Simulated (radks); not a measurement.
The numbers below are computed, except where a source is named.
Question: Numerical settings for neutral iridium, [Xe] 4f14 5d7 6s2. Level of theory: Dirac Kohn-Sham, LDA (Slater exchange, Perdew-Wang correlation), spin-unpolarised, spherical densities, point nucleus; open shells are shared between the two j in proportion to 2j + 1 (a radial shooting solver on a logarithmic mesh with Libxc functionals). The defaults (mesh step 0.008 in ln r, mesh end at 40 bohr or more with all orbitals vanishing there, Anderson mixing 0.5 over 9 steps, residual threshold near 1e-9 with the energy settled to 1e-9 hartree or 1e-11 of itself, here a cap of 51 iterations) give E = -17847.929 hartree and 6s1/2 at -6.590 eV in 15 iterations. Run on one thread of a shared host, so times are rough (Arm Neoverse N1): 0.25 s of CPU time, 0.25 s wall, 15 iterations on 2728 mesh points. One setting is changed at a time: mesh step in ln r 0.03; mesh step in ln r 0.005; mesh step in ln r 0.012; mesh end (bohr) 2; mesh end (bohr) 12; residual threshold 1e-05; residual threshold 1e-16; mixing 0.2; linear mixing, mixing 0.2; linear mixing, mixing 0.5; mixing history 20; iteration cap 8. Which runs fail to converge, and which converge to a wrong energy?

Answer: Not converged within the cap: residual threshold 1e-16; linear mixing, mixing 0.2; iteration cap 8. Settled on a wrong energy, with an occupied level pushed above zero by the early mesh end: mesh end (bohr) 2 (+16.8 hartree). Apart from these: no run marked as converged misses the energy by more than 1 mhartree.
